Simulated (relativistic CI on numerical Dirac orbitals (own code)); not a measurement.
One change at a time: Pt⁴¹⁺

Base calculation: Dirac-Coulomb-Breit CI, orbitals from a KLI potential per configuration, model QED (radiative potential, 1s self-energy scaled to tabulated hydrogen-like ionisation energies), unscaled Slater integrals.

Configuration list (outside the closed core [Ar] 3d10): 4s2 4p6 4d, 4s2 4p6 4f, 4s2 4p5 4d2, 4s 4p6 4d2, 4s2 4p5 4d 4f, 4s 4p6 4d 4f, 4s2 4p6 5s, 4s2 4p6 5p, 4p6 4d3, 4p5 4d4, 4p5 4d3 4f, 4s 4p6 4f2, 4s 4p5 4f3, 4p6 4f3. Double excitations out of closed p, d and f shells are left out; levels of such configurations are missing from the list, as are those of other unlisted configurations, and high levels can miss mixing partners.

The lowest level and the first level of each name with at least 55 % of one term (blank where a level has no safe partner in the second run):

| Level | Base (eV) | Shift (eV) |
| --- | --- | --- |
| 4s2 4p6 4d 2D_3/2 | 0.000 | 0.000 |
| 4s2 4p6 4d 2D_5/2 | 25.447 | -0.063 |
| 4s2 4p5 4d2 4D°_1/2 | 167.532 | +0.280 |
| 4s2 4p5 4d2 4G°_9/2 | 192.778 | +0.225 |
| 4s2 4p5 4d2 2H°_11/2 | 197.471 | +0.223 |
| 4s2 4p5 4d2 2G°_9/2 | 206.369 | +0.221 |
| 4s2 4p5 4d2 4G°_11/2 | 218.510 | +0.165 |
| 4s2 4p5 4d2 2P°_1/2 | 225.238 | +0.199 |
| 4s2 4p6 4f 2F°_7/2 | 251.447 | +0.046 |
| 4s2 4p5 4d 4f 4G_5/2 | 389.547 | +0.283 |
| 4s2 4p5 4d 4f 4G_7/2 | 396.360 | +0.273 |

At this charge energies of transitions that change n are usually good to better than 1 %, and those within a shell (Δn = 0) to a few per cent.

Problem. One thing was changed in a second run, which moved the levels as shown. Which?
A. Breit term removed
B. configuration mixing switched off
C. QED terms removed

Solution. C. QED terms removed. QED shifts follow the density of s (and p1/2) electrons at the nucleus, so configurations move by their count of such electrons; where none moves, the smaller shifts of p3/2 electrons and of j = l + 1/2 against j = l − 1/2 set the pattern.

LS names give the leading component of a level, which can be under half, so a name can repeat, a term be missing and a line seem to break the LS rules.
